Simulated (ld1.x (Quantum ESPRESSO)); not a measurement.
**Before and after: ultrasoft potential for zirconium**

| Item | Value |
| --- | --- |
| Element | zirconium (Zr) |
| Generator | ld1.x (Quantum ESPRESSO) 7.5 |
| Type | ultrasoft |
| Functional | PBEsol |
| Relativity | scalar-relativistic |
| Frozen core | [Ar] 3d10 |
| Valence charge | 12 |
| Reference configuration | 4s2 4p6 4d2 5s1.5 5p0.5 |
| Partial waves | 4s (bound): rcut 1.55, rcutus 1.85 bohr; 5s (bound): rcut 1.55, rcutus 1.85 bohr; 4p (bound): rcut 2.10, rcutus 2.80 bohr; 5p (bound): rcut 2.10, rcutus 2.80 bohr; 4d (bound): rcut 1.25, rcutus 1.70 bohr; 4d channel at 0.25 Ry: rcut 1.25, rcutus 1.70 bohr |
| Local potential | all-electron potential smoothed inside 1.80 bohr (lloc = -2) |
| Core correction | Bessel-smoothed model core, default radius (core density twice the valence density) |
| Augmentation charge | PSQ, inside the norm-conserving radii |

Change: local potential all-electron potential smoothed inside 3.26 bohr (lloc = -2).

Cutoffs: the cutoffs (Ry, on a coarse ladder) from which the occupation-weighted sum of valence levels, in a spherical-Bessel basis at the reference potential, stays within 10 and 1 mRy of its value at 400 Ry; they do not see the model core or the augmentation charge, which bear on the density cutoff. Errors are all-electron minus pseudo energies relative to the spin-unpolarised reference configuration.

How do hardness, ghosts and transferability respond?

The potential gets neither clearly harder nor softer (30 Ry and 35 Ry → 30 Ry and 40 Ry); of the 7 tests that both files solve, the error grows in 4 and shrinks in 0 by more than 15 % and 0.3 meV (median size 4.5 → 5.1 meV); neither file shows a bound ghost. The local part now departs from the all-electron potential out to 3.26 bohr, far beyond the d radius of 1.70 bohr, and whatever the projectors do not describe feels it: the likely cause.

| quantity | base | changed |
| --- | --- | --- |
| cutoff, loose | 30 Ry | 30 Ry |
| cutoff, tight | 35 Ry | 40 Ry |
| loose cutoff by channel (10 mRy a level) | s 15 Ry, p 8 Ry, d 25 Ry | s 15 Ry, p 8 Ry, d 30 Ry |
| bound ghosts | none | none |
| error for 4s2 4p6 4d2 5s2 5p0, meV [ΔE -1.52 eV] | -1.0 | -1.2 |
| error for 4s2 4p6 4d2 5s1 5p0, meV [ΔE 5.65 eV] | -0.7 | -0.9 |
| error for 4s2 4p6 4d2 5s0 5p0, meV [ΔE 18.56 eV] | -4.2 | -5.1 |
| error for 4s2 4p6 4d1 5s0 5p0, meV [ΔE 41.14 eV] | -4.5 | -4.1 |
| error for 4s2 4p6 4d0 5s0 5p0, meV [ΔE 75.31 eV] | +9.7 | +12 |
| error for 4s2 4p6 4d2 5s0 5p1, meV [ΔE 9.40 eV] | -9.6 | -12 |
| error for 4s1 4p6 4d2 5s2 5p0, meV [ΔE 58.96 eV] | -35 | -60 |
| lowest overlap eigenvalue by channel | s 0.26, p 0.72, d 0.94 | s 0.31, p 0.78, d 0.99 |
